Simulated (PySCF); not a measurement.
diethyl ether cation (C4H10O), SMILES CCOCC (connectivity only; charge and spin as stated), charge +1, multiplicity 2.

Geometry: PBE-D3(BJ)/def2-SVP. The spin state was assumed, not searched. The values are those of a single conformer.

These are PySCF 2.14.0 with PBE-D3(BJ)/def2-SVP values and carry that method's errors.

No scaling factor is applied to the harmonic values.

Computed vibrational spectrum:
```tsv
mode	ν (cm⁻¹)	IR (km/mol)	moving atoms (share of kinetic energy)
1	45	3.8	O 46 %, C 30 %, H 24 %
2	86	3.0	H 56 %, C 41 %
3	183	0.1	H 72 %, C 18 %, O 10 %
4	215	3.0	H 86 %
5	239	1.8	H 52 %, C 39 %, O 9 %
6	407	2.0	C 58 %, H 29 %, O 13 %
7	451	49.2	C 43 %, H 30 %, O 27 %
8	692	89.2	H 79 %, C 18 %
9	725	10.9	H 77 %, C 22 %
10	821	0.1	H 50 %, C 31 %, O 19 %
11	884	167.8	O 37 %, C 33 %, H 30 %
12	938	10.7	H 58 %, C 40 %
13	981	0.1	H 70 %, C 29 %
14	1017	36.6	H 61 %, C 32 %
15	1019	4.5	C 68 %, H 27 %
16	1051	10.3	C 61 %, H 36 %
17	1061	0.4	H 78 %, C 19 %
18	1102	3.4	C 47 %, H 44 %, O 9 %
19	1161	7.2	H 81 %, O 12 %
20	1241	32.7	H 90 %, C 9 %
21	1254	91.1	H 78 %, C 16 %
22	1286	6.5	H 86 %, C 14 %
23	1299	5.3	H 84 %, C 15 %
24	1330	24.4	H 82 %, C 17 %
25	1348	13.9	H 80 %, C 17 %
26	1367	44.0	H 95 %
27	1374	50.3	H 92 %
28	1396	40.9	H 97 %
29	1398	2.9	H 96 %
30	2740	439.6	H 94 %
31	2773	2.9	H 94 %
32	2957	0.1	H 93 %
33	2971	33.7	H 93 %
34	2976	54.8	H 96 %
35	2977	1.7	H 97 %
36	3075	0.3	H 91 %, C 9 %
37	3075	12.7	H 91 %, C 9 %
38	3101	3.6	H 91 %, C 9 %
39	3101	1.0	H 91 %, C 9 %
```
